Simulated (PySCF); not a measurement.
# Steps of a relaxation of [CeH3(H2O)]+

[CeH3(H2O)]+ (singlet). PySCF 2.14.0, RKS PBE0, Ce def2-SVP with ECP28, H def2-SVP, O def2-SVP; non-relativistic Hamiltonian with scalar-relativistic core potentials where named; density fitting; no spin-orbit coupling. Origin of the start: template. Columns: position (Å) and force (eV/Å). Energies are counted from the last step; some of the 8 steps are shown. Forces carry noise of the integration grid, about 0.01 to 0.03 eV/Å.

Run from Python with OMP_NUM_THREADS=2. Where DIIS fails, smearing, a level shift and second-order steps follow.
It took 42 s on 2 threads of Arm Neoverse V1, on a shared host, from the converged density of the start.

```xyz
7
step 0  E = 0.612 eV
Ce    0.1520   -0.1520    0.1520     1.16   -1.06    1.06
H     1.3920    1.0878    1.3920    -0.93   -0.78   -0.88
H    -1.0878   -1.3920    1.3920     0.78    0.90   -0.90
H     1.3920   -1.3920   -1.0878    -0.93    0.88    0.78
O    -1.2380    1.2380   -1.2380    -0.02   -0.01    0.01
H    -1.5785    2.1231   -1.0340    -0.03    0.12    0.06
H    -1.5785    1.0340   -2.1231    -0.03   -0.06   -0.12
```

```xyz
7
step 2  E = 0.006 eV
Ce    0.2127   -0.1962    0.1962    -0.03    0.04   -0.04
H     1.2561    0.9776    1.2757     0.04    0.08    0.06
H    -0.9675   -1.2573    1.2573    -0.07   -0.02    0.02
H     1.2561   -1.2757   -0.9776     0.04   -0.06   -0.08
O    -1.2066    1.2066   -1.2066     0.01   -0.03    0.03
H    -1.5488    2.0915   -1.0005     0.00    0.02    0.03
H    -1.5488    1.0005   -2.0915     0.00   -0.03   -0.02
```

```xyz
7
step 5  E = 0.000 eV
Ce    0.2401   -0.1998    0.1998     0.00    0.00    0.00
H     1.2462    1.0249    1.2824     0.00    0.00   -0.01
H    -1.0171   -1.2224    1.2224    -0.02    0.00    0.00
H     1.2462   -1.2824   -1.0249     0.00    0.01    0.00
O    -1.1929    1.1845   -1.1845     0.02   -0.02    0.02
H    -1.5347    2.0690   -0.9731    -0.01   -0.01   -0.02
H    -1.5347    0.9731   -2.0690    -0.01    0.02    0.01
```

Q: Where does the relaxation end?

A: It converges at step 7 in Cs:
```xyz
7
step 7  E = 0
Ce    0.2473   -0.2027    0.2027
H     1.2482    1.0334    1.2767
H    -1.0393   -1.2084    1.2084
H     1.2482   -1.2767   -1.0334
O    -1.1848    1.1775   -1.1775
H    -1.5333    2.0591   -0.9647
H    -1.5333    0.9647   -2.0591
```

Q: How did the contacts change?

A: 
| contact | start (Å) | end (Å) |
| --- | --- | --- |
| Ce1–H2 (H) | 2.148 | 1.919 |
| Ce1–H3 (H) | 2.148 | 1.918 |
| Ce1–H4 (H) | 2.148 | 1.919 |
| Ce1–O5 (H2O) | 2.408 | 2.421 |


No other spin state of this charge was computed.
